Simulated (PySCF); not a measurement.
Structure elucidation problem

Molecular formula: C$_{5}$H$_{8}$O$_{4}$Si. Simulated spectra:

¹H NMR (500 MHz, computed): δ 4.91 (m, 1H), 4.76 (s, 3H), 0.95 (m, 2H), 0.80 (m, 2H).

¹³C{¹H} NMR (computed): δ 149.7 (C), 147.7 (C), 49.1 (CH), 8.3 (CH2, 2C).

Calculated, not measured (PySCF 2.14): structure optimised with PBE0-D3(BJ)/def2-SVP, shieldings: GIAO KT3/pcSseg-1. No solvent, non-relativistic, a single conformation, averaged over atoms made equivalent by symmetry, fast rotation or ring inversion.

Chemical shifts δ = σref − σ; ¹H (31.32 ppm) and ¹³C (182.31 ppm) against TMS, all at this level.

Task: Deduce the structure.

Result: 
1. The formula gives 3 degrees of unsaturation (1 ring in the answer).
2. 4 carbon signals for 5 carbons: some carbons are equivalent by symmetry or fast rotation.
3. Carbon types of the structure: 2 × C, 1 × CH, 2 × CH2, leaving 3 H on heteroatoms.
4. δC 149.7: carbonyl carbon.
5. δC 147.7: ester carbonyl carbon; lone-pair donation from the attached heteroatom keeps it upfield of a ketone carbonyl.
6. δC 49.1, 8.3: three-membered-ring carbon.
7. δH 4.91, 0.95, 0.80: hydrogen on a three-membered-ring carbon.
8. δH 4.76: hydrogen on a silicon bonded to O.

The compound is SMILES O(C(C(=O)O[SiH3])=O)C1CC1.

The data come from this structure; uniqueness wasn't tested.

Shifts are as computed, not scaled to solution data. Of 1313 compounds with measured shifts, 239 miss one by over three times the rms of a fit or turn the order of signals round; such compounds aren't used in these exercises. Multiplicities follow the n + 1 count of equivalent neighbours, as no J values were calculated; m marks all less simple cases, F and P coupling included.
